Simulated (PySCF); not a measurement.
C3H3BrF2.
Numbering: `[CH2:1]=[C:2]([Br:3])[CH:4]([F:5])[F:6]` (hydrogens: H7, H8 on C1; H9 on C4)

Method used: PBE0-D3(BJ)/def2-SVP geometry optimisation, gas phase (PySCF 2.14.0).

Q: List the bond lengths, angles and torsions at this level.

A: 
```tsv
bond	length (Å)
C1=C2	1.329
C2–Br3	1.882
C2–C4	1.506
C4–F5, C4–F6	1.348
C1–H7	1.092
C1–H8	1.091
C4–H9	1.105
```

Bonds in one row agree within 0.01 Å and their mean is given. A selection of angles:
```tsv
angle	degrees
C2–C1–H7	119.0
C2–C1–H8	121.9
H7–C1–H8	119.1
C1–C2–Br3	122.9
C1–C2–C4	123.9
Br3–C2–C4	113.2
C2–C4–F5	110.0
C2–C4–H9	111.5
F5–C4–F6	108.1
F5–C4–H9	108.6
F6–C4–H9	108.2
```

Dihedral angles: C1–C2–C4–F5 1° (synperiplanar). The mirror-image conformer, all signs reversed, is as good.

Of the pairs four or more bonds apart, F5···H7 is among the closest relative to their van der Waals radii: 2.35 Å, 88 % of the sum of Bondi's values. The C–C distances run from 1.329 Å (C1=C2, drawn double) to 1.506 Å (C2–C4, drawn single), a spread of 0.177 Å.

Point group: C1 (no symmetry element, even within 0.4 Å). Stationary, but not proved a minimum. One conformer, not necessarily the lowest.

The run took 63 s on an Arm Neoverse V1 with one thread, no GPU (shared host). That covers the optimisation of the geometry.
